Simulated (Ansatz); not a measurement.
Predict a relaxed structure of (HCd-mu-Cl)2 (Cd₂H₂Cl₂), charge 0, singlet, at PBE-D4/def2-SVP (Ansatz).


Cartesian coordinates in Å:
```
Cd -0.596 -1.518 -0.890
H -1.139 -2.887 -1.695
Cl 0.054 0.866 -1.512
Cd 0.597 1.518 0.890
H 1.127 2.891 1.695
Cl -0.043 -0.869 1.511
```
Point group D2h (tolerance 0.1 Å). This is one stationary point.

In the def2 sets Cd takes a core potential; there is no spin–orbit coupling.
